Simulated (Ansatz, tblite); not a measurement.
Cost and result up the ladder for Mg2Zn⁻ (3 atoms). Charge -1, multiplicity 2. Geometry: PBE0/def2-TZVPD.

```xyz
3

Mg    1.623   -0.434   -0.421
Mg   -0.681   -0.176    1.583
Zn   -0.943    0.610   -1.162
```

Ansatz on 4 threads of Arm Neoverse V2 on a shared host; xTB runs through tblite on one thread. Times are rough, summed over both states, and most runs start from the orbitals of an earlier one. B2PLYP/def2-TZVPD serves as the yardstick here, not as an exact answer. The other state is a quartet at its own geometry, which has other bonds, so the gap mixes isomer and spin.

The xTB rows come from tblite. Correlated methods freeze 11 core orbitals; core or outer-core shells of Mg are correlated, in sets that lack core-valence functions. The structure comes from a short search, and lower isomers may exist.

Run but left out: HF/STO-3G, HF/def2-TZVPD, HF/def2-TZVPPD, MP2/def2-TZVPD, MP2/def2-TZVPPD, CCSD/def2-TZVPPD, CCSD(T)/def2-TZVPPD (doublet: ⟨S²⟩ 1.37 to 2.83, where a pure state has 0.75).

Correlated methods converge slowly with the basis.

xTB has no spin-polarisation term.

| level | functions | quartet − doublet (eV) | difference from B2PLYP/def2-TZVPD (eV) | remarks |
| --- | --- | --- | --- | --- |
| CAM-B3LYP/def2-TZVPD | 121 | 1.34 | -0.05 | – |
| B2PLYP/def2-TZVPD | 121 | 1.40 | 0.00 | – |
| ωB97M-V/def2-TZVPD | 121 | 1.60 | 0.21 | – |
| PBE0/def2-TZVPD | 121 | 1.18 | -0.21 | HOMO above zero (doublet), HOMO above zero (quartet) |
| PBE/def2-TZVPD | 121 | 1.25 | -0.14 | HOMO above zero (doublet), HOMO above zero (quartet) |
| r2SCAN/def2-TZVPD (with forces) | 121 | 1.06 | -0.34 | HOMO above zero (doublet), HOMO above zero (quartet) |
| B97M-V/def2-TZVPD | 121 | 1.21 | -0.19 | HOMO above zero (doublet), HOMO above zero (quartet) |
| GFN2-xTB | 22 | 3.46 | 2.06 | – |
| RPA@PBE/def2-TZVPD | 121 | 1.29 | -0.11 | – |
| BLYP/def2-TZVPD | 121 | 1.43 | 0.04 | HOMO above zero (doublet), HOMO above zero (quartet) |

(1) Estimate how long each takes.

## Answers

(1) GFN2-xTB 0.008 s; PBE/def2-TZVPD 3.5 s; BLYP/def2-TZVPD 3.8 s; RPA@PBE/def2-TZVPD 5.1 s; B2PLYP/def2-TZVPD 8.1 s; CAM-B3LYP/def2-TZVPD 8.4 s; r2SCAN/def2-TZVPD (with forces) 11 s; B97M-V/def2-TZVPD 14 s; ωB97M-V/def2-TZVPD 25 s; PBE0/def2-TZVPD 29 s. On shared hardware such times vary by a factor of up to 3.
